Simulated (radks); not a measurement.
The numbers below are computed, except where a source is named.
Problem. The mean radii <r> (bohr) of the occupied orbitals of an atom or ion are listed with their occupations. Code: a radial shooting solver on a logarithmic mesh with Libxc functionals. Model: Dirac Kohn-Sham, LDA (Slater exchange, Perdew-Wang correlation), spin-unpolarised, spherical densities, finite nucleus; Fermi nuclear charge, rms radius of each element as measured or else 0.836 A^(1/3) + 0.57 fm.

| orbital | occ. | <r> |
|---|---|---|
| 1s1/2 | 2 | 0.03114 |
| 2s1/2 | 2 | 0.1347 |
| 2p1/2 | 2 | 0.1142 |
| 2p3/2 | 4 | 0.1192 |
| 3s1/2 | 2 | 0.3688 |
| 3p1/2 | 2 | 0.3603 |
| 3p3/2 | 4 | 0.3712 |
| 3d3/2 | 4 | 0.3436 |
| 3d5/2 | 6 | 0.3471 |
| 4s1/2 | 2 | 0.8953 |
| 4p1/2 | 2 | 0.9494 |
| 4p3/2 | 4 | 0.9767 |
| 4d3/2 | 4 | 1.165 |
| 4d5/2 | 2 | 1.176 |
| 5p1/2 | 1 | 2.370 |

Name the element and its charge. Open shells, if any, fill j = l - 1/2 first.

Solution. Z = 47, silver, charge +4: Ag4+ in [Kr] 4d6 5p1. The 1s radius gives Z: for a bare nucleus <r> = (2 gamma + 1)/(2Z) with gamma = sqrt(1 - (Z/c)^2), 0.03062 bohr for Z = 47, and screening makes it slightly larger (0.03114 here). The occupations add up to 43, and the charge is Z minus that.
